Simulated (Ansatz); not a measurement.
`[SiH3]CCCl` + `OB(F)O[SiH3]` → `FB(O[SiH3])O[SiH3]` + `CCCl`  (ligand exchange at the Si–C bond)

Gas-phase electronic energies from Ansatz, PBE0-D4/def2-TZVP geometries. CCSD(T)/CBS adds triple-zeta CCSD(T) − MP2 to the extrapolated MP2 energy (def2 sets, frozen cores). Functionals use def2-TZVPP. B3LYP here is the variant with VWN-RPA as its local correlation; programs differ in this. One conformer a species, not always the lowest.

`[SiH3]CCCl`:

Cartesian coordinates in Å:
```
Si -0.090 -0.530 -1.433
C -0.604 0.025 0.293
C 0.565 0.484 1.128
Cl 0.060 1.009 2.767
H 0.871 -1.663 -1.345
H -1.287 -0.968 -2.195
H 0.568 0.589 -2.160
H -1.336 0.831 0.194
H -1.115 -0.807 0.787
H 1.295 -0.310 1.280
H 1.072 1.341 0.683
```

`OB(F)O[SiH3]`:

Z-matrix (Å, degrees):
```
Si
O 1 1.655
H 1 1.484 2 110.2
H 1 1.484 2 110.2 3 -121.4
H 1 1.480 2 106.4 3 119.3
B 2 1.348 1 131.9 3 60.8
F 6 1.334 2 118.9 1 180.0
O 6 1.359 2 121.1 1 -0.0
H 8 0.960 6 113.4 2 180.0
```

`FB(O[SiH3])O[SiH3]`:

```xyz
12

F    -0.734   -0.394    1.114
B    -0.023   -0.013    0.038
O     0.457    1.244   -0.029
Si    0.366    2.544    0.991
O     0.198   -0.895   -0.957
Si   -0.238   -2.475   -1.186
H     1.096    3.649    0.331
H     1.002    2.216    2.291
H    -1.051    2.924    1.208
H    -1.717   -2.598   -1.197
H     0.317   -2.880   -2.497
H     0.328   -3.321   -0.107
```

`CCCl`:

Z-matrix (Å, degrees):
```
C
C 1 1.507
H 1 1.091 2 111.0
H 1 1.094 2 109.6 3 119.7
H 1 1.091 2 111.0 3 -120.6
Cl 2 1.788 1 111.4 3 60.3
H 2 1.089 1 111.9 3 179.1
H 2 1.089 1 111.9 3 -58.5
```

| level | ΔE (kJ/mol) | difference from CCSD(T)/CBS |
| --- | --- | --- |
| r2SCAN-D4 | -92.1 | 1.6 |
| PBE0-D4 | -84.5 | 9.2 |
| r2SCAN0-D4 | -93.6 | 0.1 |
| BHLYP-D4 | -103.9 | -10.2 |
| CAM-B3LYP-D4 | -99.6 | -5.9 |
| ωB97X-V | -93.5 | 0.2 |
| PBE | -80.9 | 12.8 |
| revPBE | -81.9 | 11.8 |
| B3LYP | -98.8 | -5.1 |
| r2SCANh | -93.0 | 0.7 |
| r2SCAN0 | -93.9 | -0.2 |
| MP2/def2-SVP | -85.4 | 8.3 |
| SCS-MP2/def2-TZVPP | -98.8 | -5.1 |
| CCSD/def2-TZVPP | -96.2 | -2.5 |
| MP2/def2-QZVPP | -94.4 | -0.7 |
| MP2/CBS(def2) | -94.2 | -0.5 |
| CCSD(T)/CBS | -93.7 | 0 |

What do rigid-rotor, harmonic-oscillator terms from PBE0-D4/def2-TZVP frequencies (298.15 K, 1 bar) make of the CCSD(T)/CBS value? (Estimate.)

Ansatz gave: ΔZPE = +0.5 kJ/mol, ΔH = -92.2 kJ/mol, ΔS = 8 J/(mol·K), ΔG = -94.6 kJ/mol. Modes under 50 cm⁻¹ make the entropy rough.

Largest T1 diagnostic among the species: 0.012.

From PBE to PBE0 (25 % exact exchange), in def2-TZVPP and without D4, ΔE moves by −4.8 kJ/mol. Leaving LDA and LC-ωPBE aside and taking each functional with its dispersion term where it has one, the values, not all of them listed here, spread over 25.7 kJ/mol, from BHLYP-D4 to revPBE-D4. LDA lies +4.0 kJ/mol from PBE without D4.

CCSD(T)/CBS has its own doubt, a few kJ/mol and more with outer-core shells, so smaller differences from it don't rank the levels.
